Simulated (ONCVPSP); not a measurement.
How hard is this Ho (Z = 67) ONCV potential?

* Element: Ho
* Generator: ONCVPSP 4.0.1
* Type: optimised norm-conserving Vanderbilt (ONCV)
* Functional: PBE
* Relativity: fully relativistic
* Frozen core: [Xe] 4f10
* Valence charge: 3
* Reference configuration: 5d1 6s2
* Partial waves: 6s: rc 3.50 bohr, ncon 3, nbas 7, qcut 1.6 1/bohr, 2 projectors, debl 3.9 Ha; p scattering state at 0.17 Ha: rc 3.50 bohr, ncon 3, nbas 7, qcut 2.3 1/bohr, 2 projectors, debl 0.4 Ha; 5d: rc 3.50 bohr, ncon 5, nbas 10, qcut 3.7 1/bohr, 1 projector
* Local potential: polynomial inside 2.35 bohr (lpopt 5, dvloc0 1 Ha)
* Core correction: Teter function, fcfact 2.5, rcfact 1.3

Open shells are filled in proportion to 2j + 1.

In the p channel the program set the typed energies aside and used 0.050, 0.450 Ha (j = l + 1/2; the other j can differ).

Problem. For each optimised wave give the share of its norm inside rc, the residual kinetic energy above qcut (Ha) and the cutoffs (Ha) for errors of 10, 1, 0.1 and 0.01 mHa per electron.

Solution.

```tsv
wave	norm inside rc	residual KE	10 mHa	1 mHa	0.1 mHa	0.01 mHa
6s	0.451	2.5e-03	0.6	2.4	10.9	21.1
s projector 2	0.169	5.9e-01	17.3	35.1	80.4	not reached
p projector 1 j=3/2	0.372	3.5e-06	1.1	1.7	2.2	2.8
p projector 2 j=3/2	0.291	7.9e-04	1.4	2.9	16.7	29.3
p projector 1 j=1/2	0.420	3.8e-05	1.0	1.8	2.6	7.8
p projector 2 j=1/2	0.299	3.6e-04	1.5	2.5	7.1	20.9
5d j=5/2	0.725	1.2e-04	4.5	5.7	7.7	27.0
5d j=3/2	0.757	1.4e-04	4.6	5.8	7.9	28.2
```

The occupied waves need 5.8 Ha and 11 Ha for 1 and 0.1 mHa. The cutoffs count occupied waves only; projector 2 of the s channel, the hardest unoccupied one, needs 35 Ha at the loose tolerance. Note: no bound ghost flagged; GHOST(+) flagged for p3/2 at 31.1 eV.
